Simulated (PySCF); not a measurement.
**Correlation energy of In²⁺ (indium, charge +2)**

[Kr] 4d10 5s1, 2S determinant. Computed with PySCF 2.14 in ANO-RCC-VTZP, with scalar relativity by spin-free X2C-1e. Frozen: [Ar] 3d10; 19 electrons correlated.

| level | correlation energy (mhartree) |
| --- | --- |
| CCSD | -591.00 |
| (T) | -11.96 |
| CCSD(T) | -602.96 |

Diagnostics: T1 = 0.0065, D1 = 0.0300, largest double amplitude 0.018.

Cost of the coupled-cluster step: roughly 26 core-seconds, for 19 correlated electrons.

Iterations:

```
CC2 = 0
CCSD nocc = (np.int64(10), np.int64(9)), nmo = (54, 54)
frozen orbitals [[0, 1, 2, 3, 4, 5, 6, 7, 8, 9, 10, 11, 12, 13], [0, 1, 2, 3, 4, 5, 6, 7, 8, 9, 10, 11, 12, 13]]
max_cycle = 100
direct = 0
conv_tol = 1e-08
conv_tol_normt = 1e-06
diis_space = 8
diis_start_cycle = 0
Init t2, MP2 energy = -0.618010832721424
Init E_corr(UCCSD) = -0.618010832737857
cycle = 1  E_corr(UCCSD) = -0.581000113921408  dE = 0.0370107188  norm(t1,t2) = 0.051353
cycle = 2  E_corr(UCCSD) = -0.591529861439412  dE = -0.0105297475  norm(t1,t2) = 0.0103295
cycle = 3  E_corr(UCCSD) = -0.590754858131695  dE = 0.000775003308  norm(t1,t2) = 0.0039061
cycle = 4  E_corr(UCCSD) = -0.590973409643632  dE = -0.000218551512  norm(t1,t2) = 0.00112323
cycle = 5  E_corr(UCCSD) = -0.591013679447869  dE = -4.02698042e-05  norm(t1,t2) = 8.98088e-05
cycle = 6  E_corr(UCCSD) = -0.591003085088668  dE = 1.05943592e-05  norm(t1,t2) = 2.01912e-05
cycle = 7  E_corr(UCCSD) = -0.591003484262478  dE = -3.9917381e-07  norm(t1,t2) = 2.7553e-06
cycle = 8  E_corr(UCCSD) = -0.591003623195747  dE = -1.38933269e-07  norm(t1,t2) = 4.31746e-07
cycle = 9  E_corr(UCCSD) = -0.59100361160325  dE = 1.15924971e-08  norm(t1,t2) = 8.11619e-08
cycle = 10  E_corr(UCCSD) = -0.591003610644076  dE = 9.59173407e-10  norm(t1,t2) = 1.19677e-08
UCCSD converged
E(UCCSD) = -5877.830047973544  E_corr = -0.5910036106440764
UCCSD(T) correction = -0.0119620865376624
```
